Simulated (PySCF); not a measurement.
**Ionisation energy of V by level of theory**

V [Ar] 3d3 4s2 (4F) → V⁺ [Ar] 3d4 (5D), as a difference of total energies. Computed with PySCF 2.14 in cc-pVQZ, with no relativity, point nucleus. Correlated levels: valence: [Ar] frozen. The calculations carry no spin-orbit coupling.

```tsv
method	ionisation energy (eV)	plus first-order spin-orbit estimate	difference from reference of that sum (eV)
UHF	5.918	5.935	-0.811
LDA	6.182	6.199	-0.547
PBE	6.112	6.128	-0.618
PBE0	6.071	6.088	-0.658
PW91	6.143	6.159	-0.587
B2PLYP	6.467	6.483	-0.263
wB97M-V	6.314	6.330	-0.416
revPBE	6.030	6.047	-0.699
MP2 (valence)	6.295	6.311	-0.435
SCS-MP2 (valence)	6.829	6.846	+0.100
```

Reference: 6.746 eV (measured; NIST Atomic Spectra Database, ionization energies).

A first-order spin-orbit estimate (lowest level to lowest level, LS coupling) adds 0.016 eV.

These non-relativistic numbers lack the scalar-relativistic shift.

Errors of the correlated levels include the incompleteness of this basis and the frozen core.
